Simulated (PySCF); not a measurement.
B(H)2(PH2) (BH4P), SMILES BP. Geometry: B3LYP-D3(BJ)/def2-TZVP.

Calculation: B3LYP-D3(BJ)/def2-TZVP in PySCF 2.14.0.

Harmonic wavenumbers (cm⁻¹): 431, 488, 532, 744, 887, 929, 1121, 1187, 2441, 2460, 2603, 2694. Rotational constants (GHz): 88.09, 13.27, 12.21; symmetry number 1.

Problem. Work out the zero-point energy and the ideal-gas rigid-rotor harmonic-oscillator thermochemistry at 298.15 K and 1 atm.

Solution. ZPE = ½ Σ hcν = ½ × 16519 cm⁻¹ = 98.80 kJ/mol. H − E(el) = 111.23 kJ/mol. Entropy in J/(mol K): translation 156.45, rotation 86.39, vibration 11.53, total 254.37. G − E(el) = 35.39 kJ/mol. Cp = 58.64 J/(mol K).
